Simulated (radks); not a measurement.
Question: Coherent X-ray form factor from a spherical all-electron density. Calculated with a radial shooting solver on a logarithmic mesh with Libxc functionals: scalar-relativistic Kohn-Sham, LDA (Slater exchange, Perdew-Wang correlation), spin-polarised, spherical densities, point nucleus.

sin(theta)/lambda (1/angstrom)  f0 (electrons)
0.05                                    72.399
0.1                                     70.682
0.15                                    68.081
0.2                                     64.901
0.25                                    61.438
0.3                                     57.933
0.4                                     51.362
0.5                                     45.709
0.6                                     40.929
0.8                                     33.242
1                                       27.292
1.25                                    21.851
1.5                                     18.284
2                                       14.347

The species is in the configuration that NIST lists as its ground one. Which atom or ion scatters so?

Answer: The iridium ion Ir4+, [Xe] 4f14 5d5. Extrapolating in s^2 from the first two rows gives f0(0) = 73.0, near the electron count 73; among species with that count, the fall with angle is slower the higher Z, and the table is that of Z = 77; from so few rows the species is fixed only to a neighbour or two.
